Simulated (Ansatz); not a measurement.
The same path of CH₉GaSiSn (13 atoms, charge 0, multiplicity 1) was run twice with different band settings. The coordinate that changes most is the height of Ga1 over the plane of its neighbours.

All numbers below come from RKS PBE0-D4/def2-SVP (Ansatz).

Relaxed end points:

```xyz
13
Properties=species:S:1:pos:R:3
Ga -1.351 2.514 0.055
C -0.786 0.711 0.613
Si 0.450 -0.019 -0.607
Sn 1.194 -2.391 0.053
H -2.610 2.677 -0.872
H -0.509 3.761 0.508
H -0.307 0.754 1.605
H -1.658 0.039 0.670
H 1.663 0.857 -0.700
H -0.148 -0.071 -1.982
H 2.262 -3.076 -1.100
H -0.170 -3.424 0.196
H 1.991 -2.367 1.573
```

```xyz
13
Properties=species:S:1:pos:R:3
Ga -1.340 2.521 0.062
C -0.776 0.717 0.620
Si 0.432 -0.028 -0.619
Sn 1.194 -2.391 0.055
H -0.521 3.773 0.543
H -2.578 2.679 -0.893
H -0.285 0.759 1.606
H -1.654 0.053 0.690
H 1.643 0.846 -0.751
H -0.198 -0.097 -1.977
H 2.338 -3.033 -1.051
H -0.148 -3.461 0.115
H 1.912 -2.372 1.615
```

Common settings: movable images 5; climbing image yes; spring 5.0 eV/Å²; optimiser quadratic models (default); start path through a guess of the saddle point; end points relaxed.

| run | force threshold | iteration limit |
| --- | --- | --- |
| 1 | 0.05 eV/Å | 56 |
| 2 | 0.2 eV/Å | 60 |

**Question.** What does each run give, and how far can it be trusted?

**Answer.** Run 1: converged after 16 iterations, highest image 0.058 eV above the first end. A vibrational analysis at the climbing image gives one clearly imaginary mode, 98i cm⁻¹: a first-order saddle point.
Run 2: converged after 13 iterations, highest image 0.064 eV above the first end. The threshold of 0.2 eV/Å is loose, so the images may lie well off the minimum-energy path. The order of the stationary point at the top wasn't checked.
